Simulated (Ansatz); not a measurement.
`[F][InH][CH]([SiH3])Cl`, relaxed with RKS PBE0-D4/def2-TZVP in Ansatz 0.2.0 from a GFN2-xTB geometry. The force threshold is 0.005 eV/Å; the program also tests the step.

Charge 0, multiplicity 1. In takes the def2 core potential.

Start:

```xyz
10

F     0.408    1.066   -2.610
In   -1.120    0.713   -1.405
C    -0.596   -0.125    0.583
Si    1.269   -0.150    0.970
Cl   -1.202   -1.736    0.117
H    -2.584    0.465   -2.275
H    -1.225    0.231    1.394
H     1.617    1.232    1.330
H     1.985   -0.636   -0.212
H     1.449   -1.059    2.108
```

Problem. How much energy does the relaxation release, and in how many steps? (Best estimate.)

Solution. Ansatz gave: 4.37 kcal/mol, in 10 steps.

Problem. Which bonds change most? (Best estimate.)

Solution. Ansatz gave: In2–C3 from 2.220 to 2.154 Å; C3–Si4 from 1.905 to 1.878 Å; C3–Cl5 from 1.783 to 1.809 Å; In2–H6 from 1.721 to 1.698 Å.

Problem. Give the relaxed structure. (Estimate.)

Solution. Computed: 
```xyz
10

F     0.485    1.055   -2.334
In   -1.181    0.603   -1.398
C    -0.622   -0.261    0.495
Si    1.208   -0.140    0.901
Cl   -1.092   -1.997    0.296
H    -2.584    0.894   -2.308
H    -1.239    0.134    1.303
H     1.534    1.303    1.055
H     2.007   -0.741   -0.189
H     1.484   -0.850    2.179
```
